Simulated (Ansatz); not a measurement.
Two members of one family (Series SnH3X), computed with Ansatz in the gas phase; def2 core potentials for Sn, no spin–orbit coupling. Binding counts from free atoms in the multiplicity of their measured ground term, without zero-point energy. The structures are stationary points that may keep the symmetry of their start.

First: Sn(OH)H3 (singlet, charge 0, PBE0-D4/def2-TZVP geometry).

Cartesian coordinates in Å:
```
Sn 0.0616 0.1742 0.4593
O 0.2507 -0.8412 -1.2183
H -0.3890 -0.5898 -1.8872
H -1.4975 -0.1179 1.0959
H 0.2756 1.8345 0.1154
H 1.2986 -0.4598 1.4349
```

```tsv
level	HOMO (eV)	LUMO (eV)	gap (eV)	binding per atom (eV)
PBE-D4/def2-SVP	-6.26	-0.96	5.30	2.69
PBE-D4/def2-TZVP	-6.60	-1.32	5.28	2.73
PBE0-D4/def2-SVP	-7.94	-0.13	7.81	2.63
CAM-B3LYP-D4/def2-TZVP	-9.65	0.27	9.92	2.76
LC-ωPBE/def2-TZVP	-11.00	1.41	12.41	2.71
```

Second: Sn(CCH)H3 (singlet, charge 0, PBE0-D4/def2-TZVP geometry).

| atom | x (Å) | y (Å) | z (Å) |
| --- | --- | --- | --- |
| Sn1 | -0.195 | 0.857 | 0.762 |
| C2 | 0.155 | -0.676 | -0.601 |
| C3 | 0.357 | -1.565 | -1.391 |
| H4 | 0.537 | -2.352 | -2.089 |
| H5 | -0.686 | 2.234 | -0.109 |
| H6 | 1.253 | 1.156 | 1.602 |
| H7 | -1.420 | 0.347 | 1.827 |

Task: Estimate how these quantities change from the first to the second (second minus first).

Result: 
| level | Δ HOMO (eV) | Δ LUMO (eV) | Δ gap (eV) | Δ binding per atom (eV) |
| --- | --- | --- | --- | --- |
| PBE-D4/def2-SVP | -0.51 | 0.40 | 0.91 | 0.79 |
| PBE-D4/def2-TZVP | -0.29 | 0.58 | 0.87 | 0.75 |
| PBE0-D4/def2-SVP | -0.09 | 0.46 | 0.55 | 0.78 |
| CAM-B3LYP-D4/def2-TZVP | 0.21 | 0.83 | 0.62 | 0.68 |
| LC-ωPBE/def2-TZVP | 0.10 | 0.72 | 0.61 | 0.70 |
